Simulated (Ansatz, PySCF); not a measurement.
H4NO3Ta, SMILES [NH2][Ta](=[O])([OH])[OH], multiplicity 1. Atoms are numbered in the order given.

```xyz
9

Ta     0.0089     0.0081     0.0060
O      1.3645     0.9215     0.5864
O      0.4233    -1.8689    -0.0951
H      1.1687    -2.4157     0.1750
O     -0.5594     0.6262    -1.7259
H     -0.3207     1.3652    -2.2956
N     -1.4165     0.3309     1.3592
H     -1.3204     0.9115     2.1892
H     -2.3551    -0.0643     1.3211
```

Geometry optimised at B3LYP-D3(BJ)/def2-SVP. The spin state was assumed, not searched. The structure was generated by enumeration; whether it is a known compound was not checked. The def2 effective core potentials stand for the cores of Ta; spin–orbit coupling is left out. Other conformers were not sampled.

Two levels are set side by side: PBE-D3(BJ)/def2-SVP (Ansatz, a quantum-chemistry and plane-wave program) and B3LYP-D3(BJ)/def2-SVP (Ansatz). Each level has its own optimised geometry; the coordinates shown are those of the second. Frequencies come from the Hessian of PySCF at each geometry. Differences are taken from unrounded values.

```tsv
quantity	B3LYP-D3(BJ)	PBE-D3(BJ)	PBE-D3(BJ) minus B3LYP-D3(BJ)
mean bond length (Å)	1.442	1.449	0.007
bond Ta1–O2 (Å)	1.735	1.743	0.008
bond Ta1–O3 (Å)	1.925	1.933	0.008
bond Ta1–O5 (Å)	1.925	1.933	0.008
bond Ta1–N7 (Å)	1.992	1.993	0.002
bond O3–H4 (Å)	0.963	0.972	0.009
bond O5–H6 (Å)	0.963	0.972	0.009
bond N7–H8 (Å)	1.017	1.024	0.007
bond N7–H9 (Å)	1.019	1.026	0.007
highest harmonic wavenumber (cm⁻¹)	3905	3794	-111
mean harmonic wavenumber (cm⁻¹)	1120	1092	-28
zero-point energy (kcal/mol)	33.61	32.78	-0.83
```

Exact exchange shortens and stiffens bonds; PBE has none. Differences between two approximate levels are no errors against the true value.
